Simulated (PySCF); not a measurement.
Species: C₃H₅ClOSi.
Atom-mapped SMILES: `[O:1]=[CH:2][Si@@H:3]1[CH2:4][C@H:5]1[Cl:6]` (hydrogens: H7 on C2; H8 on Si3; H9, H10 on C4; H11 on C5)

Computed by this run: PBE0-D3(BJ)/def2-SVP geometry optimisation, gas phase (PySCF); density fitting, grid level 1; the optimiser is geomeTRIC in internal coordinates, started from a GFN2-xTB structure with every atom displaced at random (about 0.01 Å).

The end geometry, which sets the zero of energy:
```
atom  x, y, z in Å
O1      1.8478    0.6625   -0.9942
C2      1.6524   -0.2966   -0.2874
Si3    -0.1006   -0.5505    0.4290
C4     -1.4406    0.2631   -0.5918
C5     -1.0101    1.0833    0.6079
Cl6    -2.1906    1.3577    1.8884
H7      2.4883   -1.0083   -0.0492
H8     -0.4080   -1.6893    1.3265
H9     -2.4442   -0.1730   -0.5411
H10    -1.1753    0.6660   -1.5762
H11    -0.4336    1.9888    0.3868
```

Task: These geometries come from the run, each turned onto the end geometry. Order them by energy, lowest first.
A.
```
atom  x, y, z in Å
O1      1.9998    0.5860   -1.0325
C2      1.7055   -0.3239   -0.2950
Si3    -0.0679   -0.4807    0.3897
C4     -1.4672    0.2802   -0.5867
C5     -1.0499    1.1047    0.6120
Cl6    -2.2178    1.2984    1.9197
H7      2.4740   -1.0869    0.0030
H8     -0.3677   -1.6197    1.2924
H9     -2.4370   -0.2145   -0.5223
H10    -1.2606    0.7155   -1.5784
H11    -0.5257    2.0444    0.3968
```
B.
```
atom  x, y, z in Å
O1      1.9823    0.5644   -1.0362
C2      1.6679   -0.3215   -0.2992
Si3    -0.0901   -0.5402    0.4039
C4     -1.4179    0.2781   -0.5968
C5     -1.0262    1.0987    0.5933
Cl6    -2.2182    1.2840    1.8864
H7      2.4564   -1.0554   -0.0031
H8     -0.3138   -1.6289    1.3150
H9     -2.4498   -0.1362   -0.5227
H10    -1.2381    0.7022   -1.5524
H11    -0.5672    2.0583    0.4106
```
C.
```
atom  x, y, z in Å
O1      1.9306    0.6179   -1.0220
C2      1.6791   -0.3096   -0.2918
Si3    -0.0846   -0.5115    0.4104
C4     -1.4510    0.2745   -0.5938
C5     -1.0301    1.0985    0.6083
Cl6    -2.1919    1.3145    1.9168
H7      2.4739   -1.0541   -0.0116
H8     -0.3913   -1.6490    1.3118
H9     -2.4340   -0.2073   -0.5387
H10    -1.2234    0.7026   -1.5778
H11    -0.4917    2.0270    0.3869
```

Result: C (0.005 eV), A (0.016 eV), B (0.128 eV).

In the order of the answer:

```tsv
step	E above end (eV)	largest force (eV/Å)	rms force component (eV/Å)	rms distance from end (Å)	rms bond change (Å)	bond most changed (Å)
2	0.005	0.06	0.022	0.054	0.001	Si3–C4 -0.002
1	0.016	0.47	0.117	0.091	0.003	C4–H10 +0.006
0	0.128	2.00	0.610	0.089	0.022	Si3–H8 -0.045
```

What follows is the cost of the whole optimisation. The run took 41 s wall on an Arm Neoverse V1 with one thread, on a shared host, and the process peaked at 0.51 GiB of memory.
